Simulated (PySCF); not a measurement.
Diatomics of Se with group 14

MP2 with triple-zeta basis sets in PySCF, for the lowest determinant that a PBE0 search found; no spin–orbit coupling. De refers to high-spin ground-configuration atoms.

| M | basis | reference, frozen orbitals | state (unpaired electrons) | Re (Å) | ωe (cm⁻¹) | De (eV) |
| --- | --- | --- | --- | --- | --- | --- |
| C | x2c-TZVPPall | RHF, 10 | singlet (closed shell) | 1.673 | 1070 | 6.38 |
| Si | x2c-TZVPPall | RHF, 14 | singlet (closed shell) | 2.064 | 588 | 5.63 |
| Ge | x2c-TZVPPall | RHF, 18 | singlet (closed shell) | 2.136 | 415 | 5.22 |
| Sn | def2-TZVPP | RHF, 13 | singlet (closed shell) | 2.322 | 340 | 4.69 |
| Pb | def2-TZVPP | RHF, 13 | singlet (closed shell) | 2.405 | 294 | 4.40 |

The shortest bond is that of CSe (1.673 Å), the longest that of PbSe (2.405 Å).

The rows differ in basis set, which adds steps of its own.

Relativity is treated differently too: C spin-free X2C; Si spin-free X2C; Ge spin-free X2C; Sn scalar-relativistic core potentials; Pb scalar-relativistic core potentials.

Down a group bonds as a rule get longer and wavenumbers fall, partly through the reduced mass; this series shows no clear exception.

Correlated steps freeze the inner cores (10 to 18 orbitals); shallow outer-core shells are correlated. Spin–orbit coupling is left out, which matters for elements this heavy, above all for dissociation energies. Where the molecule has an RHF reference, its open-shell atoms are computed with UHF.
